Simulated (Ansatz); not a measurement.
`FC(F)(F)C(F)(F)C(F)(F)C(F)(F)C(F)(F)C(F)(F)C(F)(F)C(F)(F)CC[Si](Cl)(Cl)Cl`, 35 atoms. Hardware: 2 threads of AMD EPYC 7R13 on a shared host and a share (18 GiB) of an NVIDIA H100 80GB HBM3.

Single mean-field runs in def2-SVP, def2-TZVP are fitted with def2-universal-jkfit.

Q: How many basis functions does each of these Ansatz runs have, and roughly what does it cost? PBE with 5 % exact exchange/def2-SVP, charge 0 singlet, energy, from earlier orbitals; B97M-V/def2-TZVP, charge -1 doublet at the geometry of the charge 0 singlet, energy, from earlier orbitals; HF/6-31G, charge 0 singlet, energy; PBE-D4/def2-SVP, charge 0 singlet, relaxation, 6 steps; PBE0-D4/def2-TZVP, charge -1 doublet at the geometry of the charge 0 singlet, energy; PBE with 15 % exact exchange/def2-SVP, charge 0 singlet, energy, from earlier orbitals; r2SCANh-D4/def2-TZVP, charge 0 singlet, energy, from earlier orbitals; PBE-D4/def2-SVP, charge 0 singlet, energy, from earlier orbitals; PBE-D4/def2-TZVP, charge 0 singlet, energy and forces, from earlier orbitals; revPBE-D4/def2-TZVP, charge 0 singlet, energy, from earlier orbitals; PBE with 10 % exact exchange/def2-SVP, charge 0 singlet, energy, from earlier orbitals; B97M-V/def2-TZVP, charge 1 doublet at the geometry of the charge 0 singlet, energy, from earlier orbitals.

A: Other jobs shared the machine, so times can vary by a factor of up to 3.

```json
{"run": "HF/6-31G, charge 0 singlet, energy", "functions": "303", "fitting or Cholesky vectors": "3237", "wall time": "3 s", "peak host memory (GiB)": "0.95"}
{"run": "PBE with 10 % exact exchange/def2-SVP, charge 0 singlet, energy, from earlier orbitals", "functions": "470", "fitting or Cholesky vectors": "2643", "wall time": "3.5 s", "peak host memory (GiB)": "1"}
{"run": "PBE with 5 % exact exchange/def2-SVP, charge 0 singlet, energy, from earlier orbitals", "functions": "470", "fitting or Cholesky vectors": "2643", "wall time": "3.6 s", "peak host memory (GiB)": "1"}
{"run": "PBE-D4/def2-SVP, charge 0 singlet, energy, from earlier orbitals", "functions": "470", "fitting or Cholesky vectors": "2643", "wall time": "3.9 s", "peak host memory (GiB)": "1"}
{"run": "PBE with 15 % exact exchange/def2-SVP, charge 0 singlet, energy, from earlier orbitals", "functions": "470", "fitting or Cholesky vectors": "2643", "wall time": "3.9 s", "peak host memory (GiB)": "1"}
{"run": "revPBE-D4/def2-TZVP, charge 0 singlet, energy, from earlier orbitals", "functions": "1009", "fitting or Cholesky vectors": "2643", "wall time": "7 s", "peak host memory (GiB)": "1.2"}
{"run": "PBE-D4/def2-TZVP, charge 0 singlet, energy and forces, from earlier orbitals", "functions": "1009", "fitting or Cholesky vectors": "2643", "wall time": "7.5 s", "peak host memory (GiB)": "1.2"}
{"run": "r2SCANh-D4/def2-TZVP, charge 0 singlet, energy, from earlier orbitals", "functions": "1009", "fitting or Cholesky vectors": "2643", "wall time": "8 s", "peak host memory (GiB)": "1.3"}
{"run": "PBE-D4/def2-SVP, charge 0 singlet, relaxation, 6 steps", "functions": "470", "fitting or Cholesky vectors": "2643", "wall time": "23 s", "peak host memory (GiB)": "1.1"}
{"run": "PBE0-D4/def2-TZVP, charge -1 doublet at the geometry of the charge 0 singlet, energy", "functions": "1009", "fitting or Cholesky vectors": "2643", "wall time": "25 s", "peak host memory (GiB)": "1.8"}
{"run": "B97M-V/def2-TZVP, charge -1 doublet at the geometry of the charge 0 singlet, energy, from earlier orbitals", "functions": "1009", "fitting or Cholesky vectors": "2643", "wall time": "27 s", "peak host memory (GiB)": "2.2"}
{"run": "B97M-V/def2-TZVP, charge 1 doublet at the geometry of the charge 0 singlet, energy, from earlier orbitals", "functions": "1009", "fitting or Cholesky vectors": "2643", "wall time": "28 s", "peak host memory (GiB)": "2.5"}
```
